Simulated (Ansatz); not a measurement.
Frontier orbitals of BClH6N2Si.

Cartesian coordinates in Å:
```
B -0.2834 1.1418 -1.3979
Si 0.1867 0.0188 0.1078
N 1.0237 -1.4422 0.0218
N -0.1414 0.3558 1.7270
Cl -1.8625 -0.1228 -1.1424
H 0.2193 0.8956 -2.4550
H -0.6600 2.2536 -1.1681
H 1.0266 -2.1409 0.7455
H 1.2918 -1.8151 -0.8737
H -0.1471 -0.3310 2.4620
H -0.6537 1.1863 1.9730
```

The species carries charge 0 and has multiplicity 1. The bonds changed during the relaxation, so this is another structure than the one it started from. The structure was optimised at the PBE0-D4/def2-TZVP level. It is one conformer, not always the lowest. Basis def2-TZVPP, Ansatz.

Orbital energies of one run (eV). Highest occupied ones, from the top: -6.01, -6.43, -6.86, -7.51, -7.98, -8.43, -9.40, -10.78, -11.80, -12.60, -13.10, -13.76, -19.86, -21.40. Empty: -0.83, -0.43, 0.08, 0.69, 1.08, 1.13.

Problem. Which functional gave them?
A. r2SCANh
B. PBE
C. BHLYP
D. CAM-B3LYP

Solution. B. HOMO energies: PBE -6.01, CAM-B3LYP -8.53, BHLYP -8.32, r2SCANh -6.70 eV.
